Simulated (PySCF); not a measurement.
## Electron correlation in Sr²³⁺ (strontium, charge +23)

[Ne] 3s2 3p3, high-spin 4S determinant. Calculation: PySCF 2.14, in an uncontracted even-tempered set (16 s from 2.7 bohr⁻², ratio 2.5; 11 p from 3.5 bohr⁻², ratio 2.5; 5 d from 15 bohr⁻², ratio 2.7; 4 f from 23 bohr⁻², ratio 2.7); the non-relativistic Hamiltonian (point nucleus). Frozen: 1s2; 13 electrons correlated; the 17 highest virtual orbitals of each spin left out.

```tsv
level	correlation energy (mhartree)
CCSD	-505.11
(T)	-1.76
CCSD(T)	-506.87
```

Diagnostics: T1 = 0.00062, D1 = 0.0020, largest double amplitude 0.033.

A non-relativistic calculation at this Z misses sizeable relativistic shifts. Spin-orbit coupling is strong in this species (close to jj coupling), so the high-spin LS determinant is a model state, not a physical level.

Cost of the coupled-cluster step: roughly 50 core-seconds, for 13 correlated electrons.

Iterations:

```
CC2 = 0
CCSD nocc = (np.int64(8), np.int64(5)), nmo = (84, 84)
frozen orbitals [[0, 85, 86, 87, 88, 89, 90, 91, 92, 93, 94, 95, 96, 97, 98, 99, 100, 101], [0, 85, 86, 87, 88, 89, 90, 91, 92, 93, 94, 95, 96, 97, 98, 99, 100, 101]]
max_cycle = 100
direct = 0
conv_tol = 1e-08
conv_tol_normt = 1e-06
diis_space = 8
diis_start_cycle = 0
Init t2, MP2 energy = -0.486883627745851
Init E_corr(UCCSD) = -0.486883627746044
cycle = 1  E_corr(UCCSD) = -0.500776401441917  dE = -0.0138927737  norm(t1,t2) = 0.0152252
cycle = 2  E_corr(UCCSD) = -0.50406259346736  dE = -0.00328619203  norm(t1,t2) = 0.00393871
cycle = 3  E_corr(UCCSD) = -0.505116616931447  dE = -0.00105402346  norm(t1,t2) = 0.00106968
cycle = 4  E_corr(UCCSD) = -0.505108178308703  dE = 8.43862274e-06  norm(t1,t2) = 4.7472e-05
cycle = 5  E_corr(UCCSD) = -0.505108065537282  dE = 1.12771421e-07  norm(t1,t2) = 6.71974e-07
cycle = 6  E_corr(UCCSD) = -0.505108104948668  dE = -3.94113863e-08  norm(t1,t2) = 4.17341e-08
cycle = 7  E_corr(UCCSD) = -0.50510810445857  dE = 4.90098073e-10  norm(t1,t2) = 3.51856e-09
UCCSD converged
E(UCCSD) = -2795.506553231221  E_corr = -0.5051081044585701
UCCSD(T) correction = -0.00176447250439776
```

At this charge a non-relativistic calculation is a model, useful for the Z dependence of the correlation energy.

Spin-orbit coupling is strong in this species, so the high-spin LS determinant is a model state.
